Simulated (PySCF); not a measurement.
GaH₂, SMILES [GaH2-] (connectivity only; charge and spin as stated), charge -1, multiplicity 1.

Geometry optimised at PBE0-D3(BJ)/def2-TZVPD.

The numbers are results of PBE/def2-TZVPD (PySCF), not measurements.

Symmetry labels are those of the subgroup C2v that the program uses (full group C2v).

Q: List the valence orbital energies around the gap with their symmetry. (The exact figures need the calculation; the answer reports its results.)

A: 
| orbital | symmetry | energy (eV) |
|---|---|---|
| HOMO−7 | A1 | -13.11 |
| HOMO−6 | A2 | -13.03 |
| HOMO−5 | B1 | -12.98 |
| HOMO−4 | B2 | -12.88 |
| HOMO−3 | A1 | -12.79 |
| HOMO−2 | A1 | -4.11 |
| HOMO−1 | B2 | -0.46 |
| HOMO | A1 | 1.32 |
| LUMO | B1 | 2.97 |
| LUMO+1 | A1 | 3.94 |
| LUMO+2 | B2 | 4.96 |
| LUMO+3 | A1 | 5.40 |
